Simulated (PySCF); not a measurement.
C2H6BeO, SMILES [CH3][Be][O]C.

Geometry optimised at PBE0-D3(BJ)/def2-SVP. The values are those of a single conformer.

These are PySCF 2.14.0 with IEF-PCM-B3LYP/def2-SVP values and carry that method's errors.

The values are the electrostatic part of the solvation free energy, E(continuum) − E(gas) at the gas-phase geometry, in a cavity of scaled van der Waals radii (PySCF's table); cavitation and dispersion terms are not included. A continuum can't describe solvent molecules that bind to the metal. In vacuum the orbital gap is 8.28 eV. The dipole moment in vacuum is 1.20 D.

Task: Estimate the values in water (ε = 78.36), tetrahydrofuran (ε = 7.43), benzene (ε = 2.27). (Estimate from the structure and the level; the computed values follow.)

Result: 
```
solvent              ε  ΔG(elec) (kcal/mol)  dipole (D)  gap (eV)
---------------  -----  -------------------  ----------  --------
water            78.36                 -1.7        1.40      8.26
tetrahydrofuran   7.43                 -1.4        1.37      8.26
benzene           2.27                 -0.8        1.29      8.27
```
